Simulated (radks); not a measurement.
Spherical quantum dot in the effective-mass picture: electrons in a hard-walled sphere of radius 6.13, with a point charge +1 (a donor) at the centre, all in effective atomic units (hartree* = m*/eps^2 hartree, bohr* = eps/m* bohr), one dielectric constant everywhere. Calculated with a radial shooting solver with Libxc functionals: non-relativistic Kohn-Sham, PBE, spin-polarised, spherical densities. Levels are named by radial order and angular momentum (1s, 1p, 1d, 2s, ...), and open shells are averaged over m.

N = 13, configuration 1s2 1p6 1d(up 4, down 0) 2s(up 1, down 0). This is the lowest configuration that the search found. Occupied and some empty levels:

level,occupation,eigenvalue (hartree*),<r> (bohr*)
1s up,1,2.4971,3.686
1s down,1,2.5477,3.907
1p up,3,2.5858,4.259
1p down,3,2.6279,4.226
1d up,4,2.7080,4.409
2s up,1,2.7264,2.147
1d down,0,2.7522,4.381
1f up,0,2.8737,4.525
2s down,0,2.8794,2.208
1f down,0,2.9204,4.505
1g up,0,3.0801,4.622
1g down,0,3.1288,4.609
2p up,0,3.1916,3.039
2p down,0,3.2411,3.168

Energy (hartree*): total 16.5221, kinetic 5.0644, external -3.9900, Hartree 18.683, exchange-correlation -3.2351.
